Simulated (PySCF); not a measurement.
# Working out the ionisation energy of Sc

Sc [Ar] 3d1 4s2 (2D) → Sc⁺ [Ar] 3d1 4s1 (3D). Computed with PySCF 2.14 in cc-pVDZ (6s5p3d1f, 43 functions), with no relativity, point nucleus. Frozen: [Ar]. Energies in hartree (1 hartree = 27.21139 eV):

```json
{"part": "UHF", "Sc (lower)": "-759.737891", "Sc⁺ (upper)": "-759.540573"}
{"part": "MP2 opposite-spin", "Sc (lower)": "-0.023890", "Sc⁺ (upper)": "0.000000"}
{"part": "MP2 same-spin", "Sc (lower)": "-0.002407", "Sc⁺ (upper)": "-0.002396"}
```

Question: What does Hartree-Fock give?

Answer: (-759.540573) − (-759.737891) = 0.197318 hartree = 5.369 eV.

Question: What do MP2 and SCS-MP2 (6/5 opposite-spin, 1/3 same-spin) give?

Answer: The opposite-spin parts differ by 0.650 eV and the same-spin parts by 0.000 eV. MP2: 5.369 + (0.650) + (0.000) = 6.019 eV. SCS-MP2: 5.369 + 1.2 × (0.650) + (0.000)/3 = 6.149 eV.

Measured between the centres of the two terms (NIST): 6.562 eV, so MP2 (valence) is off by -0.543 eV.

The calculation is non-relativistic.

A double-zeta basis recovers only part of the correlation energy.

What remains against the reference includes basis incompleteness, the frozen core and correlation beyond second order.
